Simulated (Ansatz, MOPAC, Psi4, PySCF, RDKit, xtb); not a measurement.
Pair of molecules: CH4O (SMILES CO) (first 6 atoms) with H4OSi (SMILES O[SiH3]); geometry from B3LYP-D3(BJ)/def2-TZVP, rigid monomers moved along the line of their centres of mass till O2···H9 is 2.06 Å.
(charge 0, multiplicity 1):
```xyz
12

C     -0.06290     0.09152     0.18394
O     -0.99763     0.34783     1.23622
H     -0.10074    -0.95066    -0.14281
H      0.92528     0.29589     0.59031
H     -0.23886     0.75136    -0.66895
H     -1.88982     0.16803     0.92249
O      0.03403    -1.08407     3.69546
Si     1.12855    -0.28989     4.62450
H     -0.38688    -0.59320     2.96579
H      2.21866     0.30701     3.80588
H      1.71098    -1.28394     5.55162
H      0.51560     0.80929     5.41445
```

| level | interaction energy (kcal/mol) | cost |
|---|---|---|
| MMFF94 | -5.59 | - |
| UFF | 7.10 | - |
| GFN-FF | -5.64 | - |
| AM1 | -3.20 | - |
| PM6 | -4.99 | - |
| PM7 | -5.50 | - |
| GFN1-xTB | -5.51 | - |
| GFN2-xTB | -5.46 | - |
| HF/STO-3G (no counterpoise) | -4.46 | - |
| HF/3-21G (no counterpoise) | -11.33 | - |
| HF/6-31G* | -6.00 | - |
| HF/6-31G* (no counterpoise) | -7.10 | - |
| HF/aug-cc-pV(D+d)Z | -5.03 | - |
| PBE/def2-TZVPPD | -6.15 | ×1 |
| PBE-D3(BJ)/def2-TZVPPD | -7.07 | ×1 |
| PBE-D4/def2-TZVPPD | -7.11 | ×1 |
| BP86/6-31G* (no counterpoise) | -7.88 | - |
| r2SCAN/def2-TZVPPD | -6.52 | ×2 |
| r2SCAN-D3(BJ)/def2-TZVPPD | -6.95 | ×2 |
| r2SCAN-D4/def2-TZVPPD | -6.92 | ×2 |
| B3LYP/3-21G (no counterpoise) | -13.35 | - |
| B3LYP/6-31G* | -6.70 | - |
| B3LYP/6-31G* (no counterpoise) | -8.41 | - |
| B3LYP/6-311+G** (no counterpoise) | -6.75 | - |
| B3LYP/def2-TZVPPD | -5.63 | ×1 |
| B3LYP-D3(BJ)/def2-TZVPPD | -7.01 | ×1 |
| B3LYP-D4/def2-TZVPPD | -7.03 | ×1 |
| PBE0/def2-TZVPPD | -6.10 | ×1 |
| PBE0-D3(BJ)/def2-TZVPPD | -6.99 | ×1 |
| PBE0-D4/def2-TZVPPD | -7.01 | ×1 |
| M06-2X/6-31G* (no counterpoise) | -8.78 | - |
| wB97X-V/def2-TZVPPD | -6.75 | ×2 |
| wB97M-V/def2-TZVPPD | -6.74 | ×3 |
| MP2/6-31G* | -6.93 | - |
| MP2/6-31G* (no counterpoise) | -9.05 | - |
| MP2/aug-cc-pV(D+d)Z | -6.37 | - |
| SCS-MP2/aug-cc-pV(D+d)Z | -5.87 | - |
| CCSD/aug-cc-pV(D+d)Z | -6.08 | - |
| CCSD(T)/aug-cc-pV(D+d)Z | -6.34 | ×10 |
| SAPT0/jun-cc-pV(D+d)Z | -6.87 | - |

The rows run from -13.35 (B3LYP/3-21G (no counterpoise)) to 7.10 kcal/mol (UFF). In aug-cc-pV(D+d)Z the value moves HF -5.03, MP2 -6.37, CCSD -6.08, CCSD(T) -6.34, a shift of -1.31 from HF to CCSD(T). The dispersion term adds -0.92 in PBE-D3(BJ), -0.96 in PBE-D4, -0.42 in r2SCAN-D3(BJ). The 6 functionals in def2-TZVPPD without D3 or D4 span 1.12, from wB97X-V to B3LYP.

Counterpoise-corrected where a basis set is named; no monomer relaxation. Rows marked so take none. RDKit's UFF carries no charges.

Correlated levels freeze the cores. Rows in 3-21G, 6-311+G**, 6-31G*, STO-3G carry no dispersion term and start afresh at each structure (6-31G* with six Cartesian d functions). MP2/6-31G* freezes PySCF's default core. The state that AM1, PM6, PM7 reach isn't checked; PM7 holds dispersion and hydrogen-bond terms.

Programs: Ansatz (Gaussian orbitals); MOPAC for AM1, PM6, PM7 (differences of heats of formation); Psi4 for SAPT; PySCF for 3-21G rows, 6-311+G** rows, 6-31G* rows, STO-3G rows, the dispersion terms; RDKit for the force fields; xtb for the GFN methods. Values without a source in brackets are computed.

Costs are rough ratios of core time to PBE/def2-TZVPPD (about 12 s over the structures, on one shared machine); a dash marks a level with no comparable run of its own.

Ansatz is a quantum-chemistry and plane-wave program.
